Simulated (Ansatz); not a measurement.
trans-NiI2(PH3)2 (NiP2H6I2), relaxed as a singlet with RKS r2SCAN-D4/def2-SVP in Ansatz, starting from the GFN2-xTB geometry. Force threshold 0.02 eV/Å.

In the def2 sets I takes a core potential; there is no spin–orbit coupling. The restricted singlet is unstable towards broken spin symmetry in Hartree–Fock (as tested in another run); at r2SCAN-D4/def2-SVP this wasn't settled. The relaxation made no stability test and no search for a lower SCF solution. No other spin state of charge 0 was run.

Start:

```xyz
11

I    -0.776    2.264    0.751
I     0.760   -2.205   -0.732
Ni   -0.009    0.033    0.012
P     0.382    0.784   -1.955
P    -0.386   -0.772    1.959
H     0.272    0.015   -3.099
H     1.716    1.121   -2.114
H    -0.148    1.961   -2.458
H     0.324   -1.830    2.499
H    -1.636   -1.364    2.030
H    -0.499   -0.006    3.107
```

| step | energy (eV) | largest force component (eV/Å) | SCF passes |
| --- | --- | --- | --- |
| 1 | -75917.3451 | 0.827 | 39 |
| 2 | -75917.4691 | 0.229 | 20 |
| 3 | -75917.4781 | 0.017 | 22 |

Force components are those of the run's own axes.

End:

```xyz
11

I    -0.782    2.279    0.755
I     0.769   -2.233   -0.742
Ni   -0.007    0.027    0.010
P     0.426    0.801   -1.968
P    -0.428   -0.792    1.971
H     0.251   -0.025   -3.108
H     1.786    1.154   -2.172
H    -0.178    1.999   -2.428
H     0.364   -1.849    2.488
H    -1.701   -1.412    2.083
H    -0.500    0.051    3.110
```

By distances, no bond broke or formed. The bond that changes most is P4–H6, from 1.38 to 1.42 Å (atoms count from 1).

No frequencies were taken in this run, so the end may be a saddle point.

Run time 20 s (4 threads of Arm Neoverse N1 on a shared host).
